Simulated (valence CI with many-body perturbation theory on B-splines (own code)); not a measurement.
# Xe XLVII: key properties

Level of theory: configuration interaction combined with many-body perturbation theory (CI+MBPT): six valence electrons over a frozen Dirac-Fock core [He], radial functions for each j: 9 s, 9 p, 8 d, 6 f, 3 g, 1 h, with the one-electron correlation potential Σ1, the two-electron term Σ2, the three-electron term Σ3, Breit, model QED; selected CI, second order for the rest, scaled by the run's own slope (own B-spline code, finite nucleus).

No measured spectrum was set against this ion. As an estimate, large intervals hold to a few tenths of a per cent, small ones and those within an open d or f shell to about a per cent. Among the levels kept, up to 2500 cm⁻¹ of a level comes from second order outside the variational space, and about a tenth of that is noise between levels of different J, which matters for small intervals.

Levels are named by their leading jj configuration (3d3/2^4 stands for four electrons in 3d with j = 3/2), which in mixed levels can hold well under half, so a name can repeat and another be missing.

Rates and lifetimes use the calculated energies. Strong lines usually hold to 10 to 20 %, long lifetimes can be off by a factor of two.

Task: What is the ground level?

Result: (2s^2 2p1/2^2 2p3/2^2) J=2, composition 70 % 2s2.2p4 3P + 30 % 2s2.2p4 1D, g = 1.334.

Task: Where does the other parity begin?

Result: At (2s 2p1/2^2 2p3/2^3) J=2, 4792.8 × 10³ cm⁻¹.

Task: Name the longest-lived excited levels whose lifetime is computed, and their main decay.

Result: (2s^2 2p1/2^2 2p3/2^2) J=0 at 306.61 × 10³ cm⁻¹ lives 32.5 ms, mostly by E2 to (2s^2 2p1/2^2 2p3/2^2) J=2; (2s^2 2p1/2 2p3/2^3) J=2 at 2829.0 × 10³ cm⁻¹ lives 5.31 ns, mostly by M1 to (2s^2 2p1/2^2 2p3/2^2) J=2; (2s^2 2p1/2 2p3/2^3) J=1 at 2694.7 × 10³ cm⁻¹ lives 2.52 ns, mostly by M1 to (2s^2 2p1/2^2 2p3/2^2) J=2.

Task: How well does LS coupling describe the low levels?

Result: Among the lowest 20 levels the leading LS term, summed over configurations, holds 58 % on average. For single configurations the figures are 58 % in LS and 99 % in jj coupling. Terms mix most in the J = 2 level at 36563 × 10³ cm⁻¹, where the leading one holds 25 %.

Task: What are the static dipole polarisabilities of the lowest levels?

Result: (2s^2 2p1/2^2 2p3/2^2) J=2 0.000311 (tensor 1.7e-05); (2s^2 2p1/2^2 2p3/2^2) J=0 0.000292 bohr³, of which the core gives 9.18e-07.

Task: Among levels below 41066 × 10³ cm⁻¹, which E1 lines absorb most strongly from the ground level?

Result: to (2s^2 2p1/2^2 2p3/2 3d5/2) J=3 at 0.2607 nm, f = 0.818; to (2s^2 2p1/2 2p3/2^2 3d3/2) J=3 at 0.2449 nm, f = 0.560; to (2s^2 2p1/2 2p3/2^2 3d3/2) J=2 at 0.2449 nm, f = 0.365.

Task: What is the ionisation energy?

Result: 8144.2 eV; NIST lists 8144 ± 4 eV (theoretical).
